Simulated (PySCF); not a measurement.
**Computed properties of B2O2, SMILES O=BB=O**

B2O2, SMILES O=BB=O. The structure is a stationary point at PBE0-D3(BJ)/def2-TZVP. One conformer was computed; it need not be the lowest. All values are computed for the isolated molecule unless a solvent is named; none is compared with measurement here.

**Structure.** The optimised structure has D∞h symmetry. All 7 harmonic modes at PBE0-D3(BJ)/def2-TZVP (PySCF) are real, so it is a minimum. With heavy atoms numbered as in [O:1]=[B:2][B:3]=[O:4], the shortest bond between them is O1–B2 at 1.197 Å and the longest B2–B3 at 1.640 Å.

**Vibrations.** The strongest infrared lines (harmonic, unscaled, degenerate partners summed) lie at 1985 cm⁻¹ (170 km/mol, B 60 %, O 40 %), 214 cm⁻¹ (120 km/mol, B 60 %, O 40 %). The softest mode is at 214 cm⁻¹ and the zero-point energy is 8.8 kcal/mol.

**Electronic structure.** M06-2X/def2-TZVPD (PySCF) places the frontier levels at -12.56 and -1.52 eV, a gap of 11.04 eV, and gives a dipole moment of 0.00 D and a mean polarisability of 29.3 bohr³. PBE/def2-TZVPD (PySCF) at the same geometry gives -9.47 and -3.36 eV, so its gap is 4.93 eV narrower. An orbital gap is neither the optical nor the fundamental gap.

**Excitations.** TDA-M06-2X/def2-SVPD (PySCF) has S1 at 6.56 eV (189 nm, f = 0.000, dark); the most intense of the 10 singlets computed lies at 8.69 eV (f = 0.00). Strengths of degenerate partners are summed. T1 (TDA) is at 5.79 eV, 0.77 eV under S1. TDA-PBE/def2-SVPD (PySCF) puts S1 at 6.14 eV. No vertical singlet excitation falls in the visible range (under 3.1 eV).

**NMR.** GIAO shifts at B3LYP/pcSseg-2 (PySCF) (non-relativistic, atoms alike by connectivity averaged): ¹¹B at 1.3 ppm against BF3.
